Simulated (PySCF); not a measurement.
Computed with ωB97X-D3(BJ)/def2-TZVP // PBE0-D3(BJ)/def2-TZVP in PySCF 2.14.0. All species are isolated molecules in the gas phase. One relaxed conformer stands for a flexible species; it need not be the lowest. Delta-SCF ions had no search for a lower state. 

Reference species (SMILES): `[Cl][Ge]([Cl])([Cl])[Cl]` (neutral, multiplicity 1).

```
Property                                    Value
--------------------------------------  ---------
HOMO                                    -12.18 eV
vertical ionisation energy (Delta-SCF)   12.28 eV
S1 oscillator strength                      0.000
```

Changed species: `[Ge]([SH])([Cl])([Cl])[SH]` (H–S–Ge–Cl torsion -83°, Cl–Ge–S–H torsion -178°) (2 of 4 Cl replaced by SH; the reference has 0 of 4 Cl replaced by SH).

Problem. What does the change do to the HOMO, vertical ionisation energy (Delta-SCF) and S1 oscillator strength?

Solution. the HOMO rises by 1.59 eV, to -10.59 eV; the vertical ionisation energy (Delta-SCF) falls by 1.74 eV, to 10.54 eV; the S1 oscillator strength rises by 0.012, to 0.012.
